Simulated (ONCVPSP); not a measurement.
What one change does to a pseudopotential (tungsten (W), ONCV)

| Quantity | Value |
| --- | --- |
| Element | tungsten |
| Generator | ONCVPSP 4.0.1 |
| Type | optimised norm-conserving Vanderbilt (ONCV) |
| Functional | PBEsol |
| Relativity | scalar-relativistic |
| Frozen core | [Kr] 4d10 |
| Valence charge | 28 |
| Reference configuration | 4f14 5s2 5p6 5d4 6s2 |
| Partial waves | 5s+6s: rc 1.75 bohr, ncon 3, nbas 6, qcut 9 1/bohr, 2 projectors; 5p: rc 2.10 bohr, ncon 4, nbas 8, qcut 7.3 1/bohr, 2 projectors, debl 0.3 Ha; 5d: rc 2.75 bohr, ncon 5, nbas 9, qcut 6.8 1/bohr, 2 projectors, debl 0.8 Ha; 4f: rc 0.85 bohr, ncon 4, nbas 8, qcut 20.5 1/bohr, 2 projectors, debl 0.9 Ha |
| Local potential | polynomial inside 0.80 bohr (lpopt 1, dvloc0 0 Ha) |
| Core correction | none |

In the p channel the program set the typed energies aside and used -1.588, 0.250 Ha. In the f channel the program set the typed energies aside and used -1.221, 0.250 Ha.

Change: local potential polynomial inside 0.70 bohr (lpopt 5, dvloc0 0 Ha).

Cutoffs: the cutoffs (Ha) at which the residual kinetic energy of the hardest occupied pseudo-wave falls to 1 and 0.1 mHa per electron; they do not see the model core or the augmentation charge, which bear on the density cutoff. Errors are all-electron minus pseudo energies relative to the spin-unpolarised reference configuration.

Q: How do hardness, ghosts and transferability respond?

A: The potential gets neither clearly harder nor softer (182 Ha and 197 Ha → 182 Ha and 197 Ha); the bound ghosts move from s to d, p, s; of the 4 tests that both files solve, the error grows in 1 and shrinks in 0 by more than 15 % and 0.3 meV (median size 10.4 → 10.4 meV); the range in which the p phases agree widens (upper end 3.7 → at the end of the scan); the range in which the d phases agree widens (upper end 2.2 → 4.4). In the separable form a ghost depends on how the local part lies against the semilocal potential of the channel, so the choice of the local part can create or remove one.

| quantity | base | changed |
| --- | --- | --- |
| cutoff, loose | 182 Ha | 182 Ha |
| cutoff, tight | 197 Ha | 197 Ha |
| bound ghosts | s | s, p, d |
| GHOST(+) flags under 300 eV | d at 61.7 eV, p at 107.0 eV | none |
| error for 4f14 5s2 5p6 5d4 6s1, meV [ΔE 8.93 eV] | -3.3 | -3.3 |
| error for 4f14 5s2 5p6 5d4 6s0, meV [ΔE 24.62 eV] | -9.9 | -10 |
| error for 4f14 5s2 5p6 5d3 6s0, meV [ΔE 50.03 eV] | -11 | -11 |
| error for 4f13 5s2 5p6 5d5 6s1, meV [ΔE 41.86 eV] | -163 | -397 |
| s: phases at 1.77 bohr within 0.05 rad from the reference energy up to (Ha; the scan ends near 5) | to the end of the scan | to the end of the scan |
| p: phases at 2.14 bohr within 0.05 rad from the reference energy up to (Ha; the scan ends near 5) | 3.7 | to the end of the scan |
| d: phases at 2.80 bohr within 0.05 rad from the reference energy up to (Ha; the scan ends near 5) | 2.2 | 4.4 |
| f: phases at 0.86 bohr within 0.05 rad from the reference energy up to (Ha; the scan ends near 5) | to the end of the scan | to the end of the scan |

 A true bound ghost makes a file unfit for plane-wave use even where its test errors are small: the radial tests pick states by their node count and pass the ghost by.
